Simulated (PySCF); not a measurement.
Nuclear repulsion and electron count by hand

System: H3Ga (SMILES [GaH3]), singlet, geometry from GFN2-xTB (such geometries of metal compounds can be far from the true shape). Level: PySCF with R2SCAN/6-31G*. Sums are taken with unrounded values, so a last digit can differ.

Coordinates (Å):

```
atom         x         y         z
----  --------  --------  --------
Ga1    0.00000   0.00000   0.00000
H2     0.66218  -0.42756   1.35383
H3    -0.30059   1.51138  -0.28203
H4    -0.36159  -1.08381  -1.07180
```

Problem. Work out the nuclear repulsion energy and the numbers of alpha and beta electrons.

Solution. In atomic units each pair adds Z_i Z_j / r_ij, with r in bohr (1 bohr = 0.529177 Å).
| pair | r (Å) | r (bohr) | Z_i Z_j | term (Eh) |
|---|---|---|---|---|
| Ga1-H2 | 1.5666 | 2.9604 | 31 | 10.4716 |
| Ga1-H3 | 1.5666 | 2.9604 | 31 | 10.4716 |
| Ga1-H4 | 1.5666 | 2.9604 | 31 | 10.4716 |
| H2-H3 | 2.7134 | 5.1276 | 1 | 0.1950 |
| H2-H4 | 2.7134 | 5.1276 | 1 | 0.1950 |
| H3-H4 | 2.7134 | 5.1276 | 1 | 0.1950 |
The sum is 31.9998 Eh; PySCF gives 31.9998 Eh. The atomic numbers add up to 34, so at charge +0 there are 34 electrons; multiplicity 1 means 0 unpaired, so 17 alpha and 17 beta.
